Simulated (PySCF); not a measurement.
Compound: Zr(NCS)2Cl2, C₂Cl₂N₂S₂Zr (singlet state).
Cartesian coordinates in Å at the PBE0-D3(BJ)/def2-SVP level; atoms count from 1:
```
atom  x, y, z in Å
Zr1   -0.828   -0.038   -0.610
N2    -0.798    0.126    1.403
C3    -0.768    0.139    2.611
S4    -0.730    0.147    4.176
N5     1.094   -0.110   -1.235
C6     2.248   -0.092   -1.592
S7     3.743   -0.066   -2.055
Cl8   -1.847    1.822   -1.582
Cl9   -1.980   -1.998   -1.142
```

Method used: TDDFT wB97X-D/def2-SVPD, vertical, gas phase, core orbitals frozen in the response, def2 core potentials past Kr (PySCF). Spin–orbit coupling is left out. Note that the optimisation stopped short of convergence; the values belong to its last geometry.

```tsv
state	E (eV)	λ (nm)	ν̃ (cm⁻¹)	f	main configurations (H = HOMO, L = LUMO)
S1	4.07	304.8	32800	0.0002	H→L+1 (42%), H-1→L (33%), H-3→L+2 (11%)
S2	4.12	300.9	33240	0.0000	H-2→L (67%), H-3→L+1 (8%)
S3	4.16	297.8	33580	0.013	H→L (49%), H-1→L+1 (28%), H-2→L+2 (11%)
S4	4.22	293.7	34050	0.0019	H-1→L (49%), H→L+1 (32%)
S5	4.31	287.6	34770	0.0000	H-3→L+1 (41%), H→L+2 (35%), H-2→L (14%)
S6	4.36	284.4	35160	0.0056	H-3→L (36%), H-2→L+1 (35%), H-1→L+2 (14%)
S7	5.26	235.8	42410	0.783	H-1→L+1 (60%), H→L (30%)
S8	5.44	227.9	43880	0.085	H-2→L+1 (47%), H-1→L+2 (33%), H-3→L (9%)
S9	5.51	224.9	44460	0.0007	H→L+2 (50%), H-3→L+1 (42%)
S10	5.60	221.3	45180	0.316	H-2→L+2 (58%), H→L (11%)
```

Triplets, Tamm–Dancoff:

```tsv
state	E (eV)	λ (nm)	main configurations (H = HOMO, L = LUMO)
T1	3.72	332.9	H→L (69%)
T2	3.85	321.6	H-2→L+1 (45%), H-1→L+2 (23%), H-3→L (16%)
T3	3.93	315.2	H→L+1 (39%), H-1→L (34%), H-3→L+2 (12%)
T4	3.94	314.9	H-1→L+1 (50%), H-2→L+2 (25%), H→L (12%)
```

The lowest singlet comes at 305 nm (392 kJ/mol) in the ultraviolet; it is dark (f under 0.0005); its leading configuration is HOMO→LUMO+1 (42%). The strongest level in the table is S7 at 5.26 eV (236 nm, f = 0.783). For S1 the Löwdin share of zirconium is at most 13% in HOMO and 52% in LUMO+1; for S7 the Löwdin share of zirconium is at most 12% in HOMO-1 and 52% in LUMO+1. Of the 10 states listed, 4 reach f = 0.01 and 3 stay under 0.0005. The listed states span 1.54 eV, and the widest gap between neighbours is 0.90 eV (S6 to S7). All these states lie below the vertical ionisation energy of 9.90 eV (ΔSCF). Singlets were solved by full linear response, triplets in the Tamm–Dancoff approximation.
